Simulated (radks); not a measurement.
The numbers below are computed, except where a source is named.
Problem. These are the eigenvalues of the occupied orbitals of an atom or ion with whole-number occupations (Ry). Code: a radial shooting solver on a logarithmic mesh with Libxc functionals. Model: scalar-relativistic Kohn-Sham, LDA (Slater exchange, VWN5 correlation), spin-polarised, spherical densities, finite nucleus; Fermi nuclear charge, rms radius of each element as measured or else 0.836 A^(1/3) + 0.57 fm.

orbital  eigenvalue
1s up     -2687.320
1s down   -2686.942
2s up     -550.6959
2s down   -550.3659
2p up     -512.0303
2p down   -511.6283
3s up     -211.8771
3s down   -210.9202
3p up     -199.7810
3p down   -198.8118

Which element is it, and in what charge state? The configuration may be excited. Open shells, if any, are filled with parallel spins first.

Solution. Z = 54, xenon, charge +38: Xe38+ in [Ne] 3s2 3p4. The list shows which subshells hold electrons but not how many an open one holds; the 1s level, -1343.7 hartree, gives Z - s = 51.8 by -(Z - s)^2/2, which with screening and relativity narrows Z to a few neighbours, and the depths of the outer levels then fix element, charge and occupations together.
